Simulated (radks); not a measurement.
Values are calculated unless marked as measured or tabulated.
Spin polarisation of the 5d1 shell in Hf3+. Start: [Xe] 4f14 5d(up 0.5, down 0.5); electrons of 5d are moved from spin down to spin up, other shells keep equal spins. Level of theory: scalar-relativistic Kohn-Sham, r2SCAN, spin-polarised, spherical densities, finite nucleus; meta-GGA in the generalised Kohn-Sham scheme; Fermi nuclear charge, rms radius of each element as measured or else 0.836 A^(1/3) + 0.57 fm (a radial shooting solver on a logarithmic mesh with Libxc functionals).

| moment (Bohr magnetons) | E - E(0) (eV) | e(5d up) (eV) | e(5d down) (eV) | 4f down minus up (eV) | 5p down minus up (eV) | 5s down minus up (eV) |
|---|---|---|---|---|---|---|
| 0 | 0.000 | -26.695 | -26.695 | 0.000 | 0.000 | 0.000 |
| 0.25 | -0.020 | -26.847 | -26.531 | 0.032 | 0.188 | 0.121 |
| 0.5 | -0.079 | -26.990 | -26.350 | 0.064 | 0.377 | 0.243 |
| 0.75 | -0.181 | -27.126 | -26.144 | 0.097 | 0.566 | 0.364 |
| 1 | -0.327 | -27.257 | -25.879 | 0.130 | 0.757 | 0.484 |

At moment 1 the spin-polarisation energy is -0.327 eV and the 5d exchange splitting 1.378 eV, that is 1.378 eV per Bohr magneton; E = -I m^2/4 would give I = 1.309 eV.
